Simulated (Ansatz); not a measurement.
Two isomers of CH8OSi2: A = `C[SiH](O)[SiH3]`, B = `OC([SiH3])[SiH3]`.

Calculated with Ansatz (gas phase, PBE0-D4/def2-TZVP geometries, no zero-point term in ΔE). CBS: MP2 limit from def2 TZ/QZ plus the TZ coupled-cluster correction, frozen cores. Functionals use def2-TZVPP. B3LYP here is the variant with VWN-RPA as its local correlation; programs differ in this. One conformer a species, not always the lowest.

A:

```xyz
12

C     0.285    1.612    0.531
Si   -0.649    0.087   -0.011
O    -1.415   -0.658    1.255
Si    0.789   -1.523   -0.919
H     1.039    1.366    1.283
H    -0.391    2.358    0.957
H     0.792    2.070   -0.323
H    -1.650    0.504   -1.041
H    -2.155   -0.201    1.657
H     1.811   -1.945    0.079
H     1.503   -0.943   -2.092
H     0.042   -2.726   -1.375
```

B:

```xyz
12

O     0.143    0.440    1.725
C     0.048   -0.326    0.519
Si    1.634   -0.025   -0.460
Si   -1.507    0.124   -0.460
H    -0.667    0.326    2.231
H     0.016   -1.406    0.734
H     1.751    1.412   -0.818
H     1.565   -0.836   -1.705
H     2.821   -0.438    0.332
H    -2.665    0.070    0.479
H    -1.731   -0.842   -1.568
H    -1.408    1.500   -1.009
```

Task: Which isomer does CCSD(T)/CBS put lower? Give the gap. (Estimate.)

Result: Computed: A, by 50.8 kcal/mol.

Task: Give E(B) − E(A) in kcal/mol with BLYP-D4, MP2/def2-TZVPP, B2PLYP, PBE0-D4, CCSD(T)/def2-SVP, B3LYP, LDA (SPW92). (Estimate.)

Result: The calculation gave: BLYP-D4 48.5, MP2/def2-TZVPP 51.1, B2PLYP 50.7, PBE0-D4 50.7, CCSD(T)/def2-SVP 43.9, B3LYP 50.4, LDA (SPW92) 48.8. None reverses the order clearly.

Task: Does the order hold for the free energy at 298.15 K (harmonic terms from PBE0-D4)? (Estimate.)

Result: Ansatz gave: Yes: G(B) − G(A) = +49.3 kcal/mol, for one conformer each.

Largest T1 diagnostic: 0.012.

From BLYP to BHLYP (50 % exact exchange), in def2-TZVPP and without D4, E(B) − E(A) moves by +1.9 kcal/mol. Leaving LDA and LC-ωPBE aside and taking each functional with its dispersion term where it has one, the values, not all of them listed here, spread over 4.4 kcal/mol, from BLYP-D4 to B97M-V. LDA lies −1.0 kcal/mol from PBE without D4.
